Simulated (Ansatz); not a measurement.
Calculated with Ansatz (gas phase, PBE0-D4/def2-TZVP geometries, no zero-point term in ΔE). CBS: MP2 limit from def2 TZ/QZ plus the TZ coupled-cluster correction, frozen cores. This one scheme is used for every species. Functionals use def2-TZVPP. B3LYP here is the variant with VWN-RPA as its local correlation; programs differ in this. One conformer a species, not always the lowest.

Consider the formal exchange of groups at the Al–C bond: `C=[CH][AlH][NH2]` + `CNC` → `CN[CH2][AlH][NH2]` + `C=C`.

Task: Is it downhill or uphill in electronic energy at CCSD(T)/CBS, and by how much? (Best estimate.)

Result: Computed: Uphill: ΔE = +20.1 kJ/mol.

Task: What do these levels give: PBE-D4, r2SCAN-D4, PBE0-D4, B3LYP-D4, ωB97X-V, r2SCAN, PBE0, MP2/def2-TZVPP, SCS-MP2/def2-TZVPP, HF/def2-QZVPP, SCS-MP2/def2-QZVPP, MP2/CBS(def2)? (An estimate is asked.)

Result: Computed: PBE-D4 17.0, r2SCAN-D4 20.2, PBE0-D4 18.9, B3LYP-D4 19.5, ωB97X-V 19.6, r2SCAN 21.1, PBE0 21.4, MP2/def2-TZVPP 21.8, SCS-MP2/def2-TZVPP 23.5, HF/def2-QZVPP 31.7, SCS-MP2/def2-QZVPP 23.1, MP2/CBS(def2) 20.8 kJ/mol.

Largest T1 diagnostic among the species: 0.012.

The D4 term adds −4.2 kJ/mol with B3LYP and −2.5 kJ/mol with PBE0; it sums over pairs of atoms, weighted by their polarisabilities, and B3LYP, whose exchange is more repulsive, gets the larger term. In def2-TZVPP, CCSD(T) changes the Hartree–Fock value by −10.6 kJ/mol (the triples alone add −1.1 kJ/mol) and MP2 by −9.8 kJ/mol.
